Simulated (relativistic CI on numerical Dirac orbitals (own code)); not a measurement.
# Sc2+ in a cubic cluster: 2p photoemission with charge transfer

Computed with a charge-transfer multiplet model of a cubic metal-ligand cluster with up to 2 ligand holes, Slater and spin-orbit integrals from Dirac-Coulomb-Breit ions, Slater integrals scaled by 0.8. The parameters are those of a tetrahedral site (10Dq negative, t2 hopping the larger). The ground state mixes d1 with configurations of k ligand holes L, whose averages lie at kΔ + k(k − 1)U_dd/2; a core hole lowers each added d electron by U_cd. 20 K, Lorentzian 0.6 eV and Gaussian 0.8 eV FWHM.

Atomic integrals in eV (Slater integrals scaled, ζ unscaled), ground: F2dd 4.710, F4dd 2.885, zeta_d 0.008; with the core hole: F2dd 4.710, F4dd 2.885, zeta_d 0.020, zeta_core 3.005, F2cd 4.113, G1cd 2.955, G3cd 1.675. Where a configuration has fewer than two d electrons, the dd integrals are those of d2.

Cluster parameters (eV): U_dd = 5.3, U_cd = 6.8, 10Dq = -0.2, 10Dq(ligand) = 0, V(eg) = 1.27, V(t2g) = -2.17, final-state hopping factor = 1.

```csv
Case,n_d,d1,d2L,d3L2,S
Δ = 5.3 eV,1.48,0.57,0.38,0.05,0.50
Δ = 7.3 eV,1.36,0.67,0.30,0.03,0.50
Δ = 10.3 eV,1.23,0.78,0.20,0.01,0.50
```

Weights, n_d and S are thermal averages at 20 K. Binding energies count from the first peak over 30 % of the highest in each spectrum, which can be another peak from case to case. The parameters are a model scan and need not match a compound or its usual spin state. Peaks in eV (height, largest 100):
- Δ = 5.3 eV: 0.0 (100), 4.6 (42), 10.5 (18), 15.2 (10)
- Δ = 7.3 eV: 0.0 (100), 4.6 (47), 10.0 (18), 14.8 (10)
- Δ = 10.3 eV: 0.0 (100), 4.6 (56), 9.9 (11), 14.7 (6)

Curve for Δ = 10.3 eV (points under 2 left out, the grid thinned):

E (eV), Intensity and a bar:
```
     -3.3        2.0 
     -2.9        2.6 
     -2.5        3.6 
     -2.0        5.9 #
     -1.6       10.4 ###
     -1.2       22.3 ######
     -0.8       49.5 ###############
     -0.4       84.7 ##########################
      0.1       98.6 ##############################
      0.5       76.9 #######################
      0.9       47.2 ##############
      1.3       26.1 #######
      1.7       16.6 #####
      2.2       13.7 ####
      2.6       10.6 ###
      3.0        8.6 ##
      3.4       10.9 ###
      3.8       21.9 ######
      4.3       49.2 ###############
      4.7       54.5 ################
      5.1       36.0 ###########
      5.5       19.5 #####
      5.9       13.8 ####
      6.4       11.9 ###
      6.8        9.7 ##
      7.2        7.5 ##
      7.6        6.2 #
      8.1        5.3 #
      8.5        5.2 #
      8.9        6.1 #
      9.3        8.3 ##
      9.7       10.7 ###
     10.2       10.6 ###
     10.6        8.1 ##
     11.0        5.3 #
     11.4        3.8 #
     11.8        3.1 
     12.3        2.4 
     12.7        2.0 
     13.9        2.8 
     14.3        4.8 #
     14.7        6.3 #
     15.2        4.4 #
     15.6        2.6 
     16.0        2.0
```

For the case Δ = 7.3 eV, Δ = 7.3 eV is larger than U_dd = 5.3 eV, the Mott-Hubbard side of the Zaanen-Sawatzky-Allen scheme. With the core hole the configuration with one ligand hole lies at Δ − U_cd = -1.5, 0.5, 3.5 eV from the one without, in the order of the table; where this is negative the screened configuration lies lower, though the effective hopping of about 5.6 eV (from the holes of the mixed ground state) mixes the two strongly wherever it is as large as the gap.
